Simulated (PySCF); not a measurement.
A species of formula C7H12Ge has this rotational fingerprint, computed with PySCF 2.14.0, PBE0-D3(BJ)/def2-SVP geometry optimisation, gas phase:

* Rotational constants: A = 2226, B = 870.9, C = 742.0 MHz
* Dipole components: |μa| = 0.00 D, |μb| = 0.50 D, |μc| = 0.33 D
* Inertial defect: -126.27 u·Å²
* κ: -0.83

Question: Which structure is it? (One computed conformer of each.)
A. `[CH3:1][C:2]#[C:3][C@H:4]1[CH2:5][CH2:6][GeH2:7][CH2:8]1` with C3–C4–C5–C6 179°, C4–C5–C6–Ge7 -38°, C5–C6–Ge7–C8 13°, C6–Ge7–C8–C4 14°
B. `[CH3:1][CH2:2][CH2:3][C:4]1=[CH:5][GeH2:6][CH:7]=[CH:8]1` with C1–C2–C3–C4 -179°, C2–C3–C4–C5 -106°
C. `[CH:1]#[C:2][GeH:3]1[CH2:4][CH2:5][CH2:6][CH2:7][CH2:8]1` with C2–Ge3–C4–C5 -71°, Ge3–C4–C5–C6 -55°, C4–C5–C6–C7 67°, C5–C6–C7–C8 -67°
D. `[CH3:1][C:2]#[C:3][C@@H:4]1[CH2:5][CH2:6][CH2:7][GeH2:8]1` with C3–C4–C5–C6 -77°, C4–C5–C6–C7 -54°, C5–C6–C7–Ge8 36°, C6–C7–Ge8–C4 -10°

Answer: D. It is CC#C[C@@H]1CC[CH2][GeH2]1, an asymmetric top, point group C1. The candidates at the same level (rigid rotor, commonest isotopes):

| SMILES | A (MHz) | B (MHz) | C (MHz) | μa (D) | μb (D) | μc (D) | Δ (u·Å²) | point group | rotor |
| --- | --- | --- | --- | --- | --- | --- | --- | --- | --- |
| CCCC1=[CH][GeH2][CH]=C1 | 4412 | 592.3 | 551.4 | 0.87 | 0.18 | 0.01 | -51.27 | C1 | near-prolate asymmetric top |
| C#[C][GeH]1[CH2]CCC[CH2]1 | 2023 | 1128 | 1117 | 0.88 | 0.00 | 0.13 | -245.55 | Cs | near-prolate asymmetric top |
| CC#C[C@@H]1CC[CH2][GeH2]1 | 2226 | 870.9 | 742.0 | 0.00 | 0.50 | 0.33 | -126.27 | C1 | asymmetric top |
| CC#C[C@H]1C[CH2][GeH2][CH2]1 | 4274 | 569.5 | 520.0 | 0.60 | 0.25 | 0.07 | -33.81 | C1 | near-prolate asymmetric top |

`CC#C[C@H]1C[CH2][GeH2][CH2]1` has A 92 % too high; `CCCC1=[CH][GeH2][CH]=C1` has A 98 % too high; `C#[C][GeH]1[CH2]CCC[CH2]1` has C 51 % too high. No structure here is proved a minimum.
